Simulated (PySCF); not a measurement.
ZrF3, SMILES [F][Zr+]([F])[F], charge +1, multiplicity 1. Heavy atoms are numbered as in [Zr+:1]([F:2])([F:3])[F:4].

Geometry optimised at B3LYP-D3(BJ)/def2-TZVP. The spin state was assumed, not searched. The isomer is the one that the SMILES or the coordinates give; other isomers of the formula were not compared. The def2 effective core potentials stand for the cores of Zr; spin–orbit coupling is left out.

The numbers are results of M06-2X/def2-TZVPD (PySCF), not measurements.

Mulliken values depend strongly on the basis, most of all with diffuse functions as here. ESP charges are fitted to the potential on shells at 1.4 to 2.0 van der Waals radii. Atomic charges (e), one atom of each kind:

```tsv
atom	Mulliken	ESP fit
Zr1	2.36	2.25
F2	-0.45	-0.42
```
